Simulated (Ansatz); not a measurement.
Input for Ansatz (a first-principles code):
Ansatz 0.2 input:
```yaml
crystal:
  periodic: [false, false, false]
  atoms:
    - {symbol: N, position_ang: [-0.00000000, -0.00000000, -1.17224503]}
    - {symbol: N, position_ang: [-0.00000000, -0.00000000, -0.06654726]}
    - {symbol: O, position_ang: [0.00000000, 0.00000000, 1.08394325]}
basis:
  gaussian:
    orbitals: 6-31G
magnetization: {spin_polarized: false}
correlation: {method: mp2}
```

Problem. What does this run give for the MP2 correlation energy, number of basis functions, total energy?

Solution. 
The MP2 correlation energy is -0.3834 Eh and the number of basis functions comes out as 27. The total energy is -367.869487 Ry.
